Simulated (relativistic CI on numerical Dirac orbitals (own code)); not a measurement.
## d2 in a ligand field

Computed with a parametric ligand-field model of a d^n configuration (Racah B and C, spin-orbit zeta, crystal field), exact diagonalisation.

Field parameters in Wybourne normalisation: D3d B²₀ = −7Dσ, B⁴₀ = −14Dq − 21Dτ, B⁴₃ = −14√(10/7) Dq; D4h B²₀ = −7Ds, B⁴₀ = 21(Dq − Dt), B⁴₄ = 21√(5/14) Dq; Td as Oh with Dq negative (B⁴₀ = 21Dq, B⁴₄ = √(5/14) B⁴₀). The field is a parameter set, without covalency.

(1) Ground term and bands for B = 690, C = 2510, ζ = 0 cm⁻¹, D3d, 10Dq = 29250, Dσ = 1200, Dτ = -280 cm⁻¹?

(2) Ground term and bands for B = 480, C = 2090, ζ = 0 cm⁻¹, D3d, 10Dq = 23900, Dσ = 990, Dτ = -410 cm⁻¹?

(3) Ground term and bands for B = 580, C = 3010, ζ = 0 cm⁻¹, Td, 10Dq = -1800 cm⁻¹?

(4) Ground term and bands for B = 630, C = 2560, ζ = 0 cm⁻¹, D4h, 10Dq = 16700, Ds = 210, Dt = 520 cm⁻¹?

(5) A d2 ion in Td symmetry has the ground term 3A2 and bands at 3T2 4800 cm⁻¹ (2083 nm), 3T1 8240 cm⁻¹ (1214 nm), 1E 11759 cm⁻¹ (850 nm), 1T2 16126 cm⁻¹ (620 nm), 3T1 17860 cm⁻¹ (560 nm), 1A1 18530 cm⁻¹ (540 nm). Which parameters reproduce them?

Answers

(1) Ground term 3E with 0.01 electrons in the two orbitals of the cubic e set. Spin-allowed: 3A2 418 cm⁻¹, 3E 26635 cm⁻¹ (375 nm), 3A1 27519 cm⁻¹ (363 nm), 3E 35221 cm⁻¹ (284 nm). Lowest spin-forbidden: 1A1 8641 cm⁻¹ (1157 nm), 1E 9260 cm⁻¹ (1080 nm), 1E 10299 cm⁻¹ (971 nm).

(2) Ground term 3A2 with 0.05 electrons in the two orbitals of the cubic e set. Spin-allowed: 3E 977 cm⁻¹, 3A1 22187 cm⁻¹ (451 nm), 3E 22193 cm⁻¹ (451 nm), 3E 27889 cm⁻¹ (359 nm). Lowest spin-forbidden: 1E 7612 cm⁻¹ (1314 nm), 1E 8038 cm⁻¹ (1244 nm), 1A1 8137 cm⁻¹ (1229 nm).

(3) Ground term 3A2 with 2.00 electrons in the two orbitals of the cubic e set. Spin-allowed: 3T2 1800 cm⁻¹, 3T1 3173 cm⁻¹ (3152 nm), 3T1 10927 cm⁻¹ (915 nm). Lowest spin-forbidden: 1E 9851 cm⁻¹ (1015 nm), 1T2 11315 cm⁻¹ (884 nm), 1A1 14277 cm⁻¹ (700 nm). With an A2 ground term the first spin-allowed band lies at |10Dq| itself.

(4) Ground term 3E with 0.03 electrons in the two orbitals of the cubic e set. Spin-allowed: 3A2 1927 cm⁻¹, 3B2 10102 cm⁻¹ (990 nm), 3E 14344 cm⁻¹ (697 nm), 3E 21503 cm⁻¹ (465 nm). Lowest spin-forbidden: 1A1 8489 cm⁻¹ (1178 nm), 1E 9293 cm⁻¹ (1076 nm), 1B2 11055 cm⁻¹ (905 nm).

(5) B = 780, C = 3090, ζ = 0 cm⁻¹, Td, 10Dq = -4800 cm⁻¹.
